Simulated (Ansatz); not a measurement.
Species: C3H5Cl (charge 0, singlet). 
Geometry from a B3LYP-D3(BJ)/def2-TZVP (Ansatz, a quantum-chemistry and plane-wave program) optimisation:
SMILES: C=CCCl
```xyz
9

C     -2.1642    -0.0739    -0.5893
C     -1.0423    -0.6247    -0.1452
C      0.3064    -0.2573    -0.6484
Cl     1.3317     0.4369     0.6866
H     -2.1537     0.7014    -1.3467
H     -3.1319    -0.3786    -0.2132
H     -1.0721    -1.3903     0.6228
H      0.2594     0.4987    -1.4278
H      0.8592    -1.1222    -1.0096
```
Charge 0, spin multiplicity 1.

Basis-set convergence of Hartree-Fock and CCSD correlation energies (hartree) with Ansatz. Valence correlation only, unless marked. No spin-orbit coupling. Non-relativistic.

```tsv
basis	functions	E(HF)	E(corr, CCSD)
cc-pV(D+d)Z	90	-576.00512	-0.59561
cc-pV(T+d)Z	199	-576.05378	-0.73090
cc-pV(Q+d)Z	379	-576.06498	-0.77389
```

Extrapolating the two largest sets (X = 3 and 4) as X^-3: E(corr) = (64·(-0.77389) - 27·(-0.73090))/37 = -0.8053 Eh, an estimate of the basis-set limit. The largest set recovers 96.1 % of it, the smallest 74.0 %.
